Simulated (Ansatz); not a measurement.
Ideal-gas functions of AlH$_{5}$O$_{2}$Si, SMILES `O[SiH2][O][AlH2]` at 800 K and 1 bar, from an Ansatz frequency run at PBE0-D4/def2-TZVP.

Molar mass 92.11 g/mol, point group C1 (symmetry number 1), electronic degeneracy 1, moments of inertia 34.487, 250.914, 276.226 u Å². Harmonic wavenumbers (cm⁻¹, unscaled): 26, 56, 84, 230, 331, 546, 558, 620, 647, 776, 791, 851, 905, 955, 977, 1145, 1949, 1957, 2213, 2257, 3928.

Use S(trans) = R[1.5 ln M + 2.5 ln T − 1.1517]; rotational temperatures θ = 24.2544 K / I; S(rot) = R[ln(√π/σ · √(T³/θAθBθC)) + 1.5]; for each mode x = 1.438777 ν̃/T, S = R[x/(eˣ − 1) − ln(1 − e⁻ˣ)] and H = RT x/(eˣ − 1); 1 cm⁻¹ = 0.0119627 kJ/mol; R = 8.31446 J/(mol·K).

Task: By hand: the entropy, in J/(mol·K).

Result: Translation 185.8. Rotation: θ = 0.7033, 0.0967, 0.0878 K, giving 121.9. Vibration, mode by mode: 33.78, 27.40, 24.04, 15.71, 12.75, 8.79, 8.63, 7.83, 7.51, 6.19, 6.05, 5.54, 5.13, 4.77, 4.62, 3.64, 1.16, 1.14, 0.79, 0.74, 0.06, in all 186.2. Electronic 0.0. Sum 493.9 J/(mol·K).

Task: By hand: H − E and G − E in kJ/mol, counted from the electronic energy.

Result: Zero-point energy ½ × 21802 × 0.0119627 = 130.4; thermal vibration 65.0; translation, rotation and pV give 4 RT = 26.6. H − E = 222.0 kJ/mol, and G − E = 222.0 − 800 × 493.9/1000 = -173.1 kJ/mol.

Vibration gives 38 % of the entropy, 85.2 J/(mol·K) of it from the modes under 150 cm⁻¹: soft modes count most, and the harmonic formula is weakest for them. The sum counts one conformer and one mirror image; others add a mixing term.
